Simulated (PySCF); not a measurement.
Isomers of [C7H14N]+ (charge +1), from PySCF 2.14.0, PBE0-D3(BJ)/def2-SVP geometry optimisation, gas phase. One conformer each, no zero-point energy, no frequencies.

Question: Which is lower in electronic energy at this level?
A. `[CH2:1]=[CH:2][N+:3]([CH3:4])([CH3:5])[CH:6]1[CH2:7][CH2:8]1` (charge +1) with C1–C2–N3–C4 117°, C2–N3–C6–C7 -84°: A = 3316, B = 1518, C = 1406 MHz, dipole 1.53 D
B. `[CH:1]#[C:2][CH2:3][N+:4]([CH3:5])([CH3:6])[CH2:7][CH3:8]` (charge +1) with C2–C3–N4–C5 65°, C3–N4–C7–C8 -55°: A = 2561, B = 1673, C = 1325 MHz, dipole 2.36 D

Answer: A. That is `C=C[N+](C)(C)C1CC1`, 7.8 kcal/mol below the other.

| SMILES | mapped SMILES | E (Eh) | relative (kcal/mol) | relative (kJ/mol) | dipole about centre of mass (D) |
| --- | --- | --- | --- | --- | --- |
| C=C[N+](C)(C)C1CC1 | [CH2:1]=[CH:2][N+:3]([CH3:4])([CH3:5])[CH:6]1[CH2:7][CH2:8]1 | -328.99842 | 0.0 | 0.0 | 1.53 |
| C#CC[N+](C)(C)CC | [CH:1]#[C:2][CH2:3][N+:4]([CH3:5])([CH3:6])[CH2:7][CH3:8] | -328.98597 | 7.8 | 32.7 | 2.36 |

As drawn, the lower has a three-membered ring, which the higher lacks.
